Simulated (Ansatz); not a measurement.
Computed with Ansatz on PBE0-D4/def2-TZVP structures; ΔE is electronic, products minus reactants. CCSD(T)/CBS adds triple-zeta CCSD(T) − MP2 to the extrapolated MP2 energy (def2 sets, frozen cores). This one scheme is used for every species. DFT in def2-TZVPP. For Br outer-core shells are correlated without core-valence functions, which leaves a few kJ/mol of doubt a bond. Scalar relativity is left out up to krypton. Each species was taken in one conformer, which may not be the lowest.

Consider the cleavage of the Al–B bond: `F[BH][AlH][F]` + HBr → `[F][AlH][Br]` + `BF`.

CCSD(T)/CBS gives -209.3 kJ/mol.

**Question.** Another level gave -191.3 kJ/mol. Which?
A. BHLYP/def2-TZVPP
B. PBE0/def2-TZVPP
C. CAM-B3LYP/def2-TZVPP
D. PBE-D4/def2-TZVPP

**Answer.** D. PBE-D4 -191.3, BHLYP -212.9, PBE0 -199.9, CAM-B3LYP -204.1 kJ/mol.

**Question.** What do rigid-rotor, harmonic-oscillator terms from PBE0-D4/def2-TZVP frequencies (298.15 K, 1 bar) make of the CCSD(T)/CBS value? (Best estimate.)

**Answer.** Ansatz gave: ΔZPE = +8.0 kJ/mol, ΔH = -203.8 kJ/mol, ΔS = -5 J/(mol·K), ΔG = -202.2 kJ/mol. Modes under 50 cm⁻¹ make the entropy rough.

Largest T1 diagnostic among the species: 0.014.

From r2SCAN to r2SCAN0 (25 % exact exchange), in def2-TZVPP and without D4, ΔE moves by −3.9 kJ/mol. In def2-TZVPP, CCSD(T) changes the Hartree–Fock value by +17.9 kJ/mol (the triples alone add +1.1 kJ/mol) and MP2 by +4.8 kJ/mol.
